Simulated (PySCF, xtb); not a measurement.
Al(H)(OMe)(SeH) (CH5AlOSe), SMILES C[O][AlH][SeH].

GFN2-xTB in xtb at its own geometry gives an orbital gap of 3.92 eV and a dipole moment of 2.27 D.

The structure is a stationary point at PBE-D3(BJ)/def2-SVP. One conformer was computed; it need not be the lowest.

Task: What does M06-2X/def2-TZVP run with PySCF give? (An estimate is asked for; the answer gives what the named calculation found.)

Result: gap 8.25 eV (levels -8.42 and -0.17 eV), dipole 0.10 D.
